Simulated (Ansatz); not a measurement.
```yaml
crystal:
  periodic: [false, false, false]
  atoms:
    - {symbol: B, position_ang: [-0.157201, 1.419941, 2.128897]}
    - {symbol: O, position_ang: [0.296397, 1.505666, 0.930586]}
    - {symbol: Si, position_ang: [-0.353167, 0.714978, -0.588677]}
    - {symbol: Si, position_ang: [0.463891, -1.098220, -1.346366]}
    - {symbol: O, position_ang: [0.077372, -2.272014, 0.009519]}
    - {symbol: H, position_ang: [0.424873, 1.792063, 2.855869]}
    - {symbol: H, position_ang: [-1.429360, 1.130842, 2.397390]}
    - {symbol: H, position_ang: [-0.218819, 2.032749, -1.638333]}
    - {symbol: H, position_ang: [-1.744197, 0.712803, -0.459784]}
    - {symbol: H, position_ang: [2.015002, -1.100006, -1.559637]}
    - {symbol: H, position_ang: [0.078884, -1.413745, -2.732730]}
    - {symbol: H, position_ang: [0.649314, -3.021879, -0.347128]}
basis:
  gaussian: {orbitals: 6-31G}
magnetization: {spin_polarized: true, initial_magnetization: 0}
hamiltonian: {xc: {name: B97M-V}}
relax: {f_tol: 0.001, max_steps: 1}
output: {forces: true}
```

```sh
$ ansatz run in.yaml --threads 4 --pin off --events-out ev --progress --plain --max-ram 10444MiB
```

(1) How does Ansatz answer? (An estimate is asked.)

Results:

(1) The calculation gave: No converged result was reached.
```
Functional definition: B97M-V
847 factors; integrals over basis functions are off by at most 2.8e-4 eV
mean field evaluation 1: about -20622.3274 eV, gradient 4.5e1 eV
mean field evaluation 2: about -20564.5121 eV, gradient 1.2e2 eV
mean field evaluation 4: about -20629.8336 eV, gradient 9.9e0 eV
mean field evaluation 8: about -20630.2328 eV, gradient 4.0e-1 eV
mean field evaluation 16: about -20630.2338 eV, gradient 3.1e-5 eV
mean field -20630.23383782 eV, -758.1471098650 hartree, gradient 3.1e-5 eV, S^2 0.000000; 0 other end points of the search recorded, 0 dependent functions left out
reference -20630.23389753 eV, -758.1471120594 hartree; 28, 28 occupied and 39, 39 virtual orbitals, 847 factors
relax step   1: F+E_penalty+E_count = -20630.23383782 eV  Δ(F+E_penalty+E_count) = +0.000e0 eV  max|allowed force component| = 7.499e0 eV/Å  Δτ_max = 0.0000 Å  (29 SCF iters, accepted)
Error: geometry relaxation did not converge after 1 steps: max|allowed force component| = 7.50e0 eV/Å (threshold 1.0e-3). Raise `relax.max_steps` over both its present limit and 1, loosen `relax.f_tol`, or start from a geometry closer to equilibrium. Where this run's directory can be resumed (`checkpoint.write`), a resume goes on for up to `relax.max_steps` more
```
